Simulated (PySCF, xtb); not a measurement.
CCl2F, SMILES Cl[C](F)Cl (connectivity only; charge and spin as stated), charge +1, multiplicity 1.

Harmonic wavenumbers (cm⁻¹) from GFN2-xTB (xtb 6.7.1) at its own minimum, in rising order: 287, 387, 491, 589, 919, 1204.

Problem. What does PBE-D3(BJ)/def2-SVP (PySCF) give at its own minimum? (The exact figures need the calculation; the answer reports its results.)

Solution. 324, 438, 577, 638, 1120, 1367. Paired by order, the mean absolute difference is 98 cm⁻¹ and the zero-point energies are 5.5 and 6.4 kcal/mol.
